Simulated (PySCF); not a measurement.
C₅H₁₀N₂Si₂.
SMILES with atom numbers: `[NH2:1][Si@@H:2]([SiH3:3])[c:4]1[cH:5][cH:6][n:7][cH:8][cH:9]1`

Geometry (PBE0-D3(BJ)/def2-SVP, Å), atoms numbered from 1 in this order:
```
atom  x, y, z in Å
N1    -1.3654    1.8463   -1.1779
Si2   -1.1572    0.8888    0.2552
Si3   -2.7364   -0.8432    0.1786
C4     0.5744    0.1505    0.2081
C5     1.2571   -0.2237    1.3718
C6     2.5205   -0.8042    1.2633
N7     3.1308   -1.0241    0.1015
C8     2.4872   -0.6692   -1.0077
C9     1.2197   -0.0872   -1.0120
H10   -0.7603    2.6483   -1.3265
H11   -2.3043    2.0499   -1.5028
H12   -1.2861    1.6072    1.5699
H13   -2.4948   -1.7014   -1.0225
H14   -4.1319   -0.3031    0.1007
H15   -2.6249   -1.6881    1.4080
H16    0.8184   -0.0623    2.3610
H17    3.0677   -1.1028    2.1655
H18    3.0077   -0.8576   -1.9544
H19    0.7376    0.1866   -1.9545
```

Probes without a nucleus sit at each ring's centroid and 1 Å off its mean plane on both sides; NICS is minus the shielding there, NICSzz its component along the normal. Level: GIAO PBE0/pcSseg-1 (PySCF, non-relativistic, gas phase) on the PBE0-D3(BJ)/def2-SVP geometry, one conformer.

Ring bond lengths (Å), with Mayer bond orders in brackets: C4–C5 1.400 (1.39), C5–C6 1.395 (1.40), C6–N7 1.331 (1.47), N7–C8 1.331 (1.47), C8–C9 1.395 (1.39), C9–C4 1.401 (1.40).

Give the NICS values of each ring in ppm.

```csv
ring,type,NICS(0),"NICS(1), two faces","NICS(1)zz, two faces",rms pucker (Å),"centre to ring atoms, mean (Å)"
C4–C5–C6–N7–C8–C9,6-membered ring with N; formal bonds all aromatic,-6.4,-11.1 / -10.9,-28.1 / -27.7,0.00,1.37
```

What can be read from them?

- C4–C5–C6–N7–C8–C9: mean NICS(1)zz -27.9 ppm, shielded. For a flat ring without four-coordinate atoms the NICS criterion counts such a value as aromatic.

What does the geometric index give? HOMA takes Krygowski's 1993 parameters.

- C4–C5–C6–N7–C8–C9: HOMA 0.98; the largest term is that of C9–C4, α(R − Ropt)² = 0.04. The geometric and the magnetic index point the same way.

What is the mean of the two in-plane components of NICS at the first NICS(1) probe listed for ring C4–C5–C6–N7–C8–C9, 1 Å off the ring?

The isotropic value is a third of the trace: (3 × -11.1 − (-28.1))/2 = -2.6 ppm.

Give the inner angles of the rings and the Hirshfeld charges of the ring atoms.

- C4–C5–C6–N7–C8–C9: C4 117.0° (-0.086 e), C5 119.2° (-0.053 e), C6 123.5° (+0.015 e), N7 117.5° (-0.163 e), C8 123.6° (+0.015 e), C9 119.1° (-0.052 e); sum 720.0° against 720° for a flat convex ring.

How do the values depend on the level or the medium?

```
                             level  NICS(0), C4–C5–C6–N7–C8–C9  mean NICS(1)zz, C4–C5–C6–N7–C8–C9
                PBE0/pcSseg-1, gas                        -6.4                              -27.9
PBE0/pcSseg-1, IEF-PCM cyclohexane                        -6.3                              -27.8
   PBE0/pcSseg-1, IEF-PCM methanol                        -6.2                              -27.8
```

The geometry is the same throughout; the continuum's cavity takes Bondi-type radii × 1.2.
